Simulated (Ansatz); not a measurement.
Saddle point of TiH2Cl4O2, closed shell (TiH₂Cl₄O₂ ([Cl][Ti]1([Cl])([Cl])([Cl])[OH][OH]1) → TiHCl₃O₂ ([Cl][Ti]1([Cl])([Cl])[O][OH]1) + HCl; bonds formed: Cl2–H6; dative contacts that become bonds: Ti1–O7; bonds broken: Ti1–Cl2, H6–O7), PBE0-D4/def2-TZVP structure:

```json
{"atom": "Ti1", "x (Å)": "-0.3307", "y (Å)": "0.0842", "z (Å)": "-0.6567"}
{"atom": "Cl2", "x (Å)": "2.2579", "y (Å)": "-0.4285", "z (Å)": "-0.4255"}
{"atom": "Cl3", "x (Å)": "-0.5297", "y (Å)": "-1.5185", "z (Å)": "-2.1034"}
{"atom": "Cl4", "x (Å)": "-2.4464", "y (Å)": "0.4275", "z (Å)": "-0.1345"}
{"atom": "Cl5", "x (Å)": "0.1906", "y (Å)": "1.9512", "z (Å)": "-1.6512"}
{"atom": "H6", "x (Å)": "1.3293", "y (Å)": "-0.8909", "z (Å)": "0.6088"}
{"atom": "O7", "x (Å)": "0.1051", "y (Å)": "-0.8457", "z (Å)": "1.0802"}
{"atom": "O8", "x (Å)": "0.1313", "y (Å)": "0.5532", "z (Å)": "1.4017"}
{"atom": "H9", "x (Å)": "-0.7074", "y (Å)": "0.6677", "z (Å)": "1.8804"}
```

Energies are electronic, without zero-point energy. Barriers and step energies count from the start structure reached by relaxing down the imaginary mode; all methods use the PBE0-D4 structures, on which another method's saddle can fall below an end. Ansatz 0.2.0; basis: def2-TZVPP, with def2-QZVPP for the basis limit; cores frozen in the correlated methods. B3LYP uses VWN-RPA correlation. Extrapolation: Hartree–Fock as exp(−7.88 √X), correlation as X^−2.97.

```tsv
method	barrier (kcal/mol)	step energy (kcal/mol)
SPW92	?	4.98
PBE-D4	7.86	-0.90
BLYP-D4	9.60	-3.31
r2SCAN-D4	8.68	0.33
B97M-V	11.78	0.03
PBE0-D4	10.39	-0.39
B3LYP-D4	11.39	-2.63
r2SCAN0-D4	10.86	0.59
BHLYP-D4	14.46	-1.79
CAM-B3LYP-D4	11.31	-2.97
wB97X-V	11.42	-1.68
wB97M-V	12.00	0.24
B2PLYP	?	-2.05
PBE-QIDH	11.34	0.55
RPA on PBE	9.91	-2.87
HF	?	-6.52
MP2	10.57	0.52
CCSD	12.37	-3.49
CCSD(T)	11.02	-1.85
```

Fill in the withheld barriers. (To be estimated.)

By the calculation: SPW92 4.83; HF 19.30; B2PLYP 11.28 kcal/mol. Each is the energy of the saddle less that of the start structure, by the same method.

For comparison, the barrier by CCSD(T) at an estimated basis limit (MP2 extrapolated from triple and quadruple zeta, plus CCSD(T) − MP2 in triple zeta) is 11.53 kcal/mol.

No T1 diagnostic of these runs exceeds 0.025.

Labels in which every atom is bracketed show which atoms are joined, not bond orders.

For scale, one of the runs: CCSD(T)/def2-TZVPP, 322 basis functions, launched by `ansatz run in.yaml --threads 4 --pin off --events-out ev --progress --plain --max-ram 46080MiB --backend cuda --devices 0, --max-vram 37GiB`. The run took 15 s on 4 CPU threads of an AMD EPYC 7R13 and a share of one NVIDIA H100 (shared host), with 0.86 GiB of host memory at its peak.
